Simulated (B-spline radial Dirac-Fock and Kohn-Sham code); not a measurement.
## Subshell photoionisation cross sections of Zr against photon energy

System: the Zr atom, 1s2 2s2 2p6 3s2 3p6 3d10 4s2 4p6 4d2 5s2.

Input file task.json (cfg lists n, l and occupation; rrms is the nuclear radius in fm):

```json
{"items": [{
  "Z": 40,
  "q": 0,
  "cfg": [[1, 0, 2], [2, 0, 2], [2, 1, 6], [3, 0, 2], [3, 1, 6], [3, 2, 10], [4, 0, 2], [4, 1, 6], [4, 2, 2], [5, 0, 2]],
  "A": 90,
  "rrms": 4.2694,
  "do": ["binding", "quiet", "photo", "scan"],
  "hv": [21.22, 40.81, 60, 80, 100, 150, 200, 300, 400, 600, 800, 1000, 1253.6, 1486.9, 2000, 2984.4, 4000, 5414.7, 6000, 8047.8, 9251.7, 12000, 15000, 17479.3, 22162.9, 30000, 40000, 59318.2, 80000, 100000, 150000, 200000]
}]}
```

Run with: `python xray_run.py task.json out`

Model: independent-particle photoionisation in a Dirac-Hartree-Slater potential with a Latter tail, all multipoles, thresholds from Dirac-Fock ΔSCF. Program: a radial B-spline solver. Values are in kb per electron; a dash marks an energy below the computed threshold. Values for outer subshells far above threshold carry numerical ripple of a few per cent.

```
hν (eV)        2s     3d5/2        4s     4d3/2        5s
  21.22         –         –         –      6360      30.3
     60         –         –         –      91.1      39.1
     80         –         –       109      17.9      23.1
    100         –         –       113      28.4      16.2
    150         –         –      85.7      48.6      10.9
    200         –      87.1      62.1      42.8      7.73
    300         –       445      35.7      26.4      3.82
    400         –       297      23.1      15.9      2.57
    600         –       122      12.0      6.69      1.25
    800         –      58.1      7.46      3.31     0.796
   1000         –      31.2      5.10      1.85     0.540
 1253.6         –      16.0      3.42     0.979     0.361
 1486.9         –      9.43      2.52     0.589     0.266
   2000         –      3.63      1.47     0.235     0.153
 2984.4      20.6     0.923     0.683    0.0628    0.0712
   4000      12.3     0.322     0.381    0.0223    0.0402
 5414.7      6.93     0.103     0.204   0.00729    0.0214
   6000      5.65    0.0698     0.164   0.00497    0.0171
 8047.8      3.07    0.0221    0.0866   0.00162   0.00906
 9251.7      2.27    0.0126    0.0636  0.000935   0.00666
  12000      1.27   0.00433    0.0352  0.000325   0.00368
  15000     0.752   0.00171    0.0207  0.000129   0.00217
17479.3     0.521  0.000898    0.0143  6.82e-05   0.00150
22162.9     0.290  0.000325   0.00798  2.51e-05  0.000836
  30000     0.134  8.65e-05   0.00369  6.87e-06  0.000387
  40000    0.0628  2.44e-05   0.00173  1.98e-06  0.000182
59318.2    0.0214  4.34e-06  0.000594  3.57e-07  6.23e-05
  80000   0.00927  1.17e-06  0.000258  9.82e-08  2.70e-05
 100000   0.00490  4.42e-07  0.000137  3.79e-08  1.43e-05
 150000   0.00152  7.81e-08  4.26e-05  6.92e-09  4.47e-06
 200000  0.000662  2.40e-08  1.86e-05  2.15e-09  1.95e-06
```

At 200000 eV the multipoles beyond E1 give 44.2 % of 2s, 75.0 % of 3d5/2, 44.3 % of 4s, 75.2 % of 4d3/2, 44.3 % of 5s.
